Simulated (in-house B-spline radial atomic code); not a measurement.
The numbers below are computed, except where a source is named.
Extrapolating the RPA correlation energy in partial waves: P5+

All-electron RPA on r2SCAN orbitals from a B-spline radial code for spherical atoms, non-relativistic, point nucleus, configuration [He] 2s2 2p6. With empty states up to angular momentum L the sums are:

| L | E_c(L) (hartree) |
| --- | --- |
| 3 | -0.543280 |
| 4 | -0.575837 |
| 5 | -0.588606 |
| 6 | -0.594595 |
| 7 | -0.597760 |
| 8 | -0.599581 |
| 9 | -0.600695 |

For large l each further wave adds A/(l + 1/2)⁴, because the basis must build the cusp where two electrons meet.

(1) Estimate the limit from L = 8 and L = 9.

(2) How good is the estimate?

Answers

(1) Wave 9 adds -0.001114, against a sum of (l + 1/2)⁻⁴ of 1.22774e-04, so A = -9.0736. The sum over l > 9 is ζ(4, 10.5) = 3.3168e-04, close to 1/(3 × 10³) = 3.3333e-04. The tail is -0.003010 and the limit -0.60370 hartree.

(2) A run to L = 11 sums to -0.60189 and extrapolates to -0.60349 hartree, 0.08 millihartree from the run before. The estimate differs from that by -0.21 millihartree, while the bare sum at L = 9 misses 2.8 millihartree (0.5 %).
